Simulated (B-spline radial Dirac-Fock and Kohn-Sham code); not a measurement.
## Ionisation energies of antimony ions, computed and tabulated

Level of theory: Dirac-Fock ΔSCF + Breit + QED; a radial finite-basis atomic code. Each value is the difference of the configuration-average energies of two neighbouring ions in their tabulated ground configurations. No correlation. NIST's values refer to the lowest levels; many for high charge states are themselves semi-empirical or theoretical. Where a p, d or f shell is open in either ion the computed value averages over both j values and all terms, while the table refers to the lowest levels; that difference holds spin-orbit splitting (largest in heavy or highly charged ions), term energies where several electrons share open shells, and correlation, and it can reach 10 % or more.

```csv
ion,configuration,computed (eV),NIST (eV),kind,NIST − computed (eV)
Sb⁹⁺,[Kr] 4d6,187.5,185 ± 2.2,theoretical,-2.52
Sb¹⁰⁺,[Kr] 4d5,211.8,214 ± 2.4,theoretical,+2.17
Sb¹¹⁺,[Kr] 4d4,236.9,238 ± 2.5,theoretical,+1.11
Sb¹²⁺,[Kr] 4d3,262.7,265 ± 3,theoretical,+2.30
Sb¹³⁺,[Kr] 4d2,289.2,292 ± 3,theoretical,+2.77
Sb¹⁴⁺,[Kr] 4d1,316.5,317 ± 3,theoretical,+0.53
Sb¹⁵⁺,[Ar] 3d10 4s2 4p6,422.9,420 ± 3,theoretical,-2.94
Sb¹⁶⁺,[Ar] 3d10 4s2 4p5,452.5,447 ± 3,theoretical,-5.50
Sb¹⁷⁺,[Ar] 3d10 4s2 4p4,482.6,479 ± 3,theoretical,-3.58
```

Question: Where in this range is the largest relative jump, and why?

Answer: From Sb¹⁴⁺ (316.5 eV) to Sb¹⁵⁺ (422.9 eV), a factor of 1.34. The configuration goes from [Kr] 4d1 to [Ar] 3d10 4s2 4p6, so the next electron comes out of a deeper subshell.
